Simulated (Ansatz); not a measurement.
```yaml
crystal:
  periodic: [false, false, false]
  atoms:
    - {symbol: Al, position_ang: [-1.450205, 1.323184, -0.063898]}
    - {symbol: F, position_ang: [-1.406528, 2.455290, -1.286072]}
    - {symbol: F, position_ang: [-2.383949, 1.459508, 1.271278]}
    - {symbol: F, position_ang: [0.124683, 1.311372, 0.773079]}
    - {symbol: Al, position_ang: [1.793825, 0.383549, 0.819181]}
    - {symbol: F, position_ang: [3.072369, 1.020914, -0.126391]}
    - {symbol: F, position_ang: [1.875306, 0.110923, 2.381863]}
    - {symbol: F, position_ang: [1.060581, -1.059741, 0.067057]}
    - {symbol: Al, position_ang: [-0.464353, -1.779391, -0.709954]}
    - {symbol: F, position_ang: [-0.961187, -2.911167, 0.130987]}
    - {symbol: F, position_ang: [0.052130, -1.969310, -2.424118]}
    - {symbol: F, position_ang: [-1.282433, -0.380153, -0.740462]}
basis:
  gaussian: {orbitals: cc-pVTZ-DK}
hamiltonian: {xc: {name: HF}, pseudopotentials: {relativity: none}}
scf: {omitted_lower_state_checks: [starts]}
```

```sh
$ ansatz run in.yaml --threads 4 --pin off --events-out ev --progress --plain --max-ram 6963MiB
```

Shortened log:

```
Functional definition: HF
2712 factors; their error is unknown
mean field evaluation 1: about -44114.3536 eV, gradient 7.6e1 eV
mean field evaluation 2: about -44119.8495 eV, gradient 5.1e1 eV
mean field evaluation 4: about -44122.8179 eV, gradient 1.2e0 eV
mean field evaluation 8: about -44123.7581 eV, gradient 8.2e-1 eV
mean field -44123.75853626 eV, -1621.5182180497 hartree, gradient 1.5e-5 eV, S^2 0.000000; 0 other end points of the search recorded, 0 dependent functions left out
reference -44123.75853626 eV, -1621.5182180497 hartree; 60, 60 occupied and 312, 312 virtual orbitals, 2712 factors
WARN: the results are in doubt because the basis set is contracted for relativity, which is off
Total energy: -44123.75853626 eV, -1621.5182180497 hartree
In doubt: the basis set is contracted for relativity, which is off
Checks for a lower state left out: starts
```

Run time 4.1 s (4 threads of Intel Xeon 6975P-C on a shared host), peak host memory 1.6 GiB.

DK, ANO-RCC and x2c sets are all-electron and run with scalar relativity unless a key says otherwise. The program marks the result for the charge 0 singlet as doubtful (missing relativity).
